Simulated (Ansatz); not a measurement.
Z-matrix (Å, degrees):
```
C
S 1 1.804
H 1 1.090 2 112.7
H 1 1.091 2 104.3 3 -117.3
H 1 1.090 2 112.7 3 125.5
C 2 1.736 1 102.7 3 -62.6
C 6 1.354 2 121.0 1 -179.9
C 6 1.494 2 119.3 1 0.1
C 7 1.451 6 123.8 2 0.1
H 7 1.085 6 117.9 2 -180.0
H 8 1.090 6 110.0 2 -179.9
H 8 1.093 6 111.4 2 59.9
H 8 1.093 6 111.4 2 -59.7
C 9 1.506 7 117.0 6 179.6
O 9 1.220 7 121.6 6 -0.2
H 14 1.088 9 109.8 7 178.5
H 14 1.094 9 110.4 7 57.4
H 14 1.094 9 110.2 7 -60.7
```

Charge 0, multiplicity 1.

(1) List the ωB97M-V/def2-TZVPP orbital energies in eV (Ansatz). (Estimate.)

Results:

(1) Ansatz gave: Occupied: -2427.13, -525.28, -283.50, -283.02, -282.12, -281.85, -281.23, -281.22, -221.03, -164.16, -164.06, -163.95, -31.47, -26.42, -24.34, -23.59, -22.56, -21.15, -18.67, -16.85, -16.04, -15.51, -15.32, -14.75, -14.39, -14.21, -13.99, -13.71, -12.97, -12.70, -12.55, -11.47, -10.79, -9.15, -8.38. Lowest empty: 0.87, 2.30, 2.83, 3.57, 3.66, 3.72, 3.87, 4.26.
